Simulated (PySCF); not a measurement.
**A computed series MCl3(H2O)**

Computed with PySCF 2.14.0, PBE0, def2-SVP on the ligands, density fitting, scalar-relativistic core potentials, no spin-orbit coupling, vacuum. Each member is relaxed from one template within its symmetry. Distances are means of the shortest metal–ligand contacts, charges and spins Mulliken's; removal energies are rigid, with the ligand's formal charge and no counterpoise, so too large; for an anion taken off a cation in vacuum most of it is the attraction of opposite charges, and multiply charged cations can part far more cheaply with an electron moved from ligand to metal. lcecp potentials hold a fixed number of 4f electrons in the core, out of states, spins and gaps.

```csv
metal,basis on the metal,point group,M–Cl (Å),M–H2O (Å),charge on M (e),dipole (D),removal of one Cl (eV),unstable modes (below −25 cm⁻¹)
La,lcecp-1-SVP with ECP46,Cs,2.624,2.531,0.96,5.29,8.62,1 (soft)
Pr,lcecp-1-SVP with ECP48,Cs,2.585,2.487,0.93,5.55,8.71,1 (soft)
Tb,lcecp-1-SVP with ECP54,Cs,2.500,2.377,0.86,5.83,9.00,1 (soft)
Er,lcecp-1-SVP with ECP57,C1,2.463,2.332,0.84,5.87,9.15,not given
Lu,lcecp-1-SVP with ECP60,Cs,2.433,2.294,0.79,5.94,9.26,1 (soft)
```

(1) What does the calculation give for Sm, lcecp-1-SVP with ECP51?

Members with unstable modes aren't minima as they stand: saddle points kept by symmetry or, where the modes are soft, flat surfaces and noise. Moved off a saddle point of the template and relaxed again: Er. One start shape was tried for each, so a minimum needn't be the lowest isomer.

Results:

(1) point group: Cs, M–Cl (Å): 2.539, M–H2O (Å): 2.430, charge on M (e): 0.90, dipole (D): 5.73, removal of one Cl (eV): 8.85, unstable modes (below −25 cm⁻¹): 1 (soft).
```xyz
7

Sm   -0.0238   -0.0570    0.0570
Cl    1.0899    1.9188    1.2046
Cl   -1.7611   -1.3614    1.3614
Cl    1.0899   -1.2046   -1.9188
O    -1.3744    1.3714   -1.3714
H    -1.5904    2.2970   -1.1961
H    -1.5904    1.1961   -2.2970
```
